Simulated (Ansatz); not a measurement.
Ansatz (a program for electronic structure) input for F4Se, SMILES F[Se](F)(F)F (connectivity only; charge and spin as stated), charge +1, multiplicity 2, PBE0-D3(BJ)/def2-SVP. 

Ansatz 0.2 input:
```yaml
crystal:
  periodic: [false, false, false]
  atoms:
    - {symbol: Se, position_ang: [0.00000000, 0.00000000, 0.27599355]}
    - {symbol: F, position_ang: [-1.25578679, -0.00000001, -0.78902819]}
    - {symbol: F, position_ang: [-0.00000001, 1.83261554, 0.26770704]}
    - {symbol: F, position_ang: [1.25578679, 0.00000000, -0.78902819]}
    - {symbol: F, position_ang: [0.00000000, -1.83261554, 0.26770705]}
basis:
  gaussian:
    orbitals: def2-SVP
hamiltonian:
  xc: pbe0
  dispersion: d3bj
total_charge: 1
magnetization: {spin_polarized: true, initial_magnetization: 1}
relax: {f_tol: 0.002, max_steps: 200}
```

It prints:

```
WARN ansatz: RAYON_NUM_THREADS=1 ignored (pool sized by the plan → 1); use --threads N
Functional definition: PBE0
integrals: 0.04 GiB planned
871 factors; integrals over basis functions are off by at most 4.1e-4 eV
mean field: 0.65 GiB planned
mean field evaluation 1: about -76154.0399 eV, gradient 6.3e1 eV
mean field evaluation 2: about -76110.3465 eV, gradient 1.3e2 eV
mean field evaluation 4: about -76167.7429 eV, gradient 1.3e1 eV
mean field evaluation 8: about -76168.3393 eV, gradient 2.3e-1 eV
mean field evaluation 16: about -76168.3399 eV, gradient 2.0e-4 eV
mean field -76168.33987112 eV, -2799.1348615086 hartree, gradient 6.8e-5 eV, S^2 0.769321; 0 other end points of the search recorded, 0 dependent functions left out
the calculation of the forces begins
reference -76168.33988064 eV, -2799.1348618585 hartree; 35, 34 occupied and 53, 54 virtual orbitals, 871 factors
relax step   1: F+E_penalty+E_count = -76168.40156873 eV  Δ(F+E_penalty+E_count) = +0.000e0 eV  max|allowed force component| = 1.541e0 eV/Å  Δτ_max = 0.0000 Å  (37 SCF iters, accepted)
these checks for a lower state are left out or cut short: starts, cluster_reference, orbital_swaps, neighbouring_geometries, increment
integrals: 0.04 GiB planned
871 factors; integrals over basis functions are off by at most 3.8e-4 eV
mean field: 0.65 GiB planned
mean field -76168.61695080 eV, -2799.1450439989 hartree, gradient 1.6e-5 eV, S^2 0.764244; 0 other end points of the search recorded, 0 dependent functions left out
the calculation of the forces begins
reference -76168.61696045 eV, -2799.1450443535 hartree; 35, 34 occupied and 53, 54 virtual orbitals, 871 factors
relax step   2: F+E_penalty+E_count = -76168.67858606 eV  Δ(F+E_penalty+E_count) = -2.770e-1 eV  max|allowed force component| = 1.263e0 eV/Å  Δτ_max = 0.0971 Å  (38 SCF iters, accepted)
these checks for a lower state are left out or cut short: starts, cluster_reference, orbital_swaps, neighbouring_geometries, increment
integrals: 0.04 GiB planned
871 factors; integrals over basis functions are off by at most 3.7e-4 eV
mean field: 0.65 GiB planned
mean field evaluation 32: about -76168.6860 eV, gradient 4.2e-1 eV
mean field -76168.68993136 eV, -2799.1477259852 hartree, gradient 1.7e-5 eV, S^2 0.757129; 0 other end points of the search recorded, 0 dependent functions left out
the calculation of the forces begins
reference -76168.68994148 eV, -2799.1477263572 hartree; 35, 34 occupied and 53, 54 virtual orbitals, 871 factors
relax step   3: F+E_penalty+E_count = -76168.75205664 eV  Δ(F+E_penalty+E_count) = -7.347e-2 eV  max|allowed force component| = 1.186e0 eV/Å  Δτ_max = 0.1342 Å  (36 SCF iters, accepted)
these checks for a lower state are left out or cut short: starts, cluster_reference, orbital_swaps, neighbouring_geometries, increment
integrals: 0.04 GiB planned
871 factors; integrals over basis functions are off by at most 3.6e-4 eV
mean field: 0.65 GiB planned
mean field -76168.73079710 eV, -2799.1492277733 hartree, gradient 1.9e-5 eV, S^2 0.759425; 0 other end points of the search recorded, 0 dependent functions left out
the calculation of the forces begins
reference -76168.73080700 eV, -2799.1492281371 hartree; 35, 34 occupied and 53, 54 virtual orbitals, 871 factors
relax step   4: F+E_penalty+E_count = -76168.79263461 eV  Δ(F+E_penalty+E_count) = -4.058e-2 eV  max|allowed force component| = 7.736e-1 eV/Å  Δτ_max = 0.0456 Å  (37 SCF iters, accepted)
these checks for a lower state are left out or cut short: starts, cluster_reference, orbital_swaps, neighbouring_geometries, increment
integrals: 0.04 GiB planned
871 factors; integrals over basis functions are off by at most 3.7e-4 eV
mean field: 0.65 GiB planned
mean field -76168.73856503 eV, -2799.1495132397 hartree, gradient 2.0e-5 eV, S^2 0.759321; 0 other end points of the search recorded, 0 dependent functions left out
the calculation of the forces begins
reference -76168.73857500 eV, -2799.1495136060 hartree; 35, 34 occupied and 53, 54 virtual orbitals, 871 factors
relax step   5: F+E_penalty+E_count = -76168.80045016 eV  Δ(F+E_penalty+E_count) = -7.816e-3 eV  max|allowed force component| = 7.871e-2 eV/Å  Δτ_max = 0.0118 Å  (37 SCF iters, accepted)
these checks for a lower state are left out or cut short: starts, cluster_reference, orbital_swaps, neighbouring_geometries, increment
integrals: 0.04 GiB planned
871 factors; integrals over basis functions are off by at most 3.7e-4 eV
mean field: 0.65 GiB planned
mean field -76168.73900854 eV, -2799.1495295382 hartree, gradient 1.3e-5 eV, S^2 0.759285; 0 other end points of the search recorded, 0 dependent functions left out
the calculation of the forces begins
reference -76168.73901852 eV, -2799.1495299048 hartree; 35, 34 occupied and 53, 54 virtual orbitals, 871 factors
relax step   6: F+E_penalty+E_count = -76168.80088172 eV  Δ(F+E_penalty+E_count) = -4.316e-4 eV  max|allowed force component| = 1.156e-2 eV/Å  Δτ_max = 0.0074 Å  (31 SCF iters, accepted)
these checks for a lower state are left out or cut short: starts, cluster_reference, orbital_swaps, neighbouring_geometries, increment
integrals: 0.04 GiB planned
871 factors; integrals over basis functions are off by at most 3.7e-4 eV
mean field: 0.65 GiB planned
mean field evaluation 64: about -76168.7390 eV, gradient 7.4e-5 eV
mean field -76168.73901580 eV, -2799.1495298050 hartree, gradient 7.4e-5 eV, S^2 0.759305; 0 other end points of the search recorded, 0 dependent functions left out
the calculation of the forces begins
reference -76168.73902578 eV, -2799.1495301716 hartree; 35, 34 occupied and 53, 54 virtual orbitals, 871 factors
relax step   7: F+E_penalty+E_count = -76168.80088943 eV  Δ(F+E_penalty+E_count) = -7.706e-6 eV  max|allowed force component| = 3.677e-3 eV/Å  Δτ_max = 0.0015 Å  (25 SCF iters, accepted)
these checks for a lower state are left out or cut short: starts, cluster_reference, orbital_swaps, neighbouring_geometries, increment
integrals: 0.04 GiB planned
871 factors; integrals over basis functions are off by at most 3.7e-4 eV
mean field: 0.65 GiB planned
mean field -76168.73901878 eV, -2799.1495299146 hartree, gradient 3.1e-5 eV, S^2 0.759304; 0 other end points of the search recorded, 0 dependent functions left out
the calculation of the forces begins
reference -76168.73902876 eV, -2799.1495302812 hartree; 35, 34 occupied and 53, 54 virtual orbitals, 871 factors
relax step   8: F+E_penalty+E_count = -76168.80089155 eV  Δ(F+E_penalty+E_count) = -2.123e-6 eV  max|allowed force component| = 3.652e-5 eV/Å  Δτ_max = 0.0005 Å  (24 SCF iters, accepted)
integrals: 0.04 GiB planned
871 factors; integrals over basis functions are off by at most 3.7e-4 eV
mean field: 0.65 GiB planned
mean field -76168.73901878 eV, -2799.1495299146 hartree, gradient 3.1e-5 eV, S^2 0.759304; 1 other end points of the search recorded, 0 dependent functions left out
the calculation of the forces begins
reference -76168.73902876 eV, -2799.1495302812 hartree; 35, 34 occupied and 53, 54 virtual orbitals, 871 factors
Total energy: -76168.80090153 eV, -2799.1518040637 hartree
Atom 0 at     0.000000    -0.000000     0.165721 Å, force    -0.000000    -0.000000     0.000002 eV/Å
Atom 1 at    -1.280483    -0.000000    -0.896649 Å, force     0.000011     0.000000    -0.000011 eV/Å
Atom 2 at    -0.000000     1.717923     0.430464 Å, force    -0.000000     0.000037     0.000010 eV/Å
Atom 3 at     1.280483    -0.000000    -0.896649 Å, force    -0.000011     0.000000    -0.000011 eV/Å
Atom 4 at    -0.000000    -1.717923     0.430464 Å, force    -0.000000    -0.000037     0.000010 eV/Å
Dipole moment:    -0.000000     0.000000     0.300039 e Å
```

The run converged.

Cost: very roughly 50 core-seconds.
